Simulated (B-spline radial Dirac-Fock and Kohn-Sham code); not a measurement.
**Two-hole binding energies of Sr⁺**

System: strontium as Sr⁺, configuration [Kr] 5s1.

These are calculated numbers from an atomic code on a B-spline grid; the model is Dirac-Fock energy differences between relaxed states, corrected for Breit and QED terms. U is the two-hole binding energy less the two single-hole energies, the effective repulsion of the holes after relaxation. Each two-hole energy is an average over J within one jj subconfiguration.

```
          holes  E(a) (eV)  E(b) (eV)  E(ab) (eV)  U (eV)
           1s⁻²    16120.1    16120.1     32809.2   569.1
   1s⁻¹ 2p1/2⁻¹    16120.1     2023.8     18297.3   153.5
   1s⁻¹ 3p3/2⁻¹    16120.1      287.7     16450.7    42.9
           2s⁻²     2237.8     2237.8      4566.5    91.0
        2p1/2⁻²     2023.8     2023.8      4159.0   111.4
   2s⁻¹ 3p1/2⁻¹     2237.8      298.3      2574.9    38.9
2p1/2⁻¹ 3p3/2⁻¹     2023.8      287.7           ?       ?
2p3/2⁻¹ 3p1/2⁻¹     1956.5      298.3      2294.7    39.9
2p3/2⁻¹ 3d3/2⁻¹     1956.5      150.0      2146.0    39.5
2p3/2⁻¹ 3d5/2⁻¹     1956.5      148.3      2143.1    38.3
3p1/2⁻¹ 3p3/2⁻¹      298.3      287.7       616.9    30.9
        3p3/2⁻²      287.7      287.7       606.8    31.4
        3d3/2⁻²      150.0      150.0       331.9    31.9
3d3/2⁻¹ 3d5/2⁻¹      150.0      148.3       330.6    32.4
```

Q: Give the missing two-hole energy and U.

A: E(ab) = 2350.8 eV and U = 39.3 eV.
